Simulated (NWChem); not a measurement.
Molecule: C₃H₄O₂; SMILES C1=COCO1

```xyz
9

C     -0.9817    -0.0267    -0.6652
C     -0.9817    -0.0267     0.6652
O      0.3139     0.0943     1.1507
C      1.1371    -0.0959     0.0000
O      0.3139     0.0943    -1.1507
H     -1.7750    -0.0629    -1.3948
H     -1.7750    -0.0629     1.3948
H      1.9483     0.6374     0.0000
H      1.5373    -1.1248     0.0000
```
Atoms are numbered in this order, from 1.

Computed with NWChem. All runs use the structure optimised with B3LYP/6-31G* (spherical d). Ions are spin-unrestricted doublets at the neutral geometry; other ion states weren't tried. Functional: LC-ωPBE (HJS hole) with def2-SVP; rows give the range parameter ω in 1/bohr.

```tsv
range parameter (1/bohr)	vertical ionisation energy, ΔSCF (eV)	−ε(HOMO) (eV)	ΔSCF minus −ε(HOMO) (eV)
0.20	8.13	7.09	1.04
0.30	(withheld)	(withheld)	(withheld)
0.35	8.36	8.22	0.14
0.50	8.57	8.89	-0.32
0.60	8.68	9.18	-0.50
```

Question: Complete the blanks.

Answer: 
- 0.30, vertical ionisation energy, ΔSCF (eV): 8.28
- 0.30, −ε(HOMO) (eV): 7.91
- 0.30, ΔSCF minus −ε(HOMO) (eV): 0.37
